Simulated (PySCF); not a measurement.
Precursor series W Cl-OH. All species are isolated molecules in the gas phase. One relaxed conformer stands for each flexible species; it need not be the lowest.

Calculation: TPSSh-D3(BJ)/def2-TZVP // BP86-D3(BJ)/def2-SVP run with PySCF 2.14.0. 

```json
[
 {"species": "0 of 6 Cl replaced by OH ([W(Cl)6])", "coordination number": "6", "HOMO–LUMO gap (eV)": "2.88", "mean distance from the central atom to its bonded neighbours (Å)": "2.323", "HOMO (eV)": "-8.52", "charge on the central atom (Mulliken) (e)": "1.09"},
 {"species": "2 of 6 Cl replaced by OH ([W(Cl)4(OH)2])", "coordination number": "6", "HOMO–LUMO gap (eV)": "2.71", "mean distance from the central atom to its bonded neighbours (Å)": "2.185", "HOMO (eV)": "-7.77", "charge on the central atom (Mulliken) (e)": "1.31"},
 {"species": "3 of 6 Cl replaced by OH ([W(Cl)3(OH)3])", "coordination number": "6", "HOMO–LUMO gap (eV)": "3.10", "mean distance from the central atom to its bonded neighbours (Å)": "2.132", "HOMO (eV)": "-7.94", "charge on the central atom (Mulliken) (e)": "1.38"},
 {"species": "4 of 6 Cl replaced by OH ([W(Cl)2(OH)4])", "coordination number": "6", "HOMO–LUMO gap (eV)": "3.23", "mean distance from the central atom to its bonded neighbours (Å)": "2.064", "HOMO (eV)": "-7.50", "charge on the central atom (Mulliken) (e)": "1.42"},
 {"species": "5 of 6 Cl replaced by OH ([W(Cl)(OH)5])", "coordination number": "6", "HOMO–LUMO gap (eV)": "4.11", "mean distance from the central atom to its bonded neighbours (Å)": "2.006", "HOMO (eV)": "-7.54", "charge on the central atom (Mulliken) (e)": "1.44"},
 {"species": "6 of 6 Cl replaced by OH", "coordination number": "6", "HOMO–LUMO gap (eV)": "4.70", "mean distance from the central atom to its bonded neighbours (Å)": "1.940", "HOMO (eV)": "-7.89", "charge on the central atom (Mulliken) (e)": "1.49"}
]
```
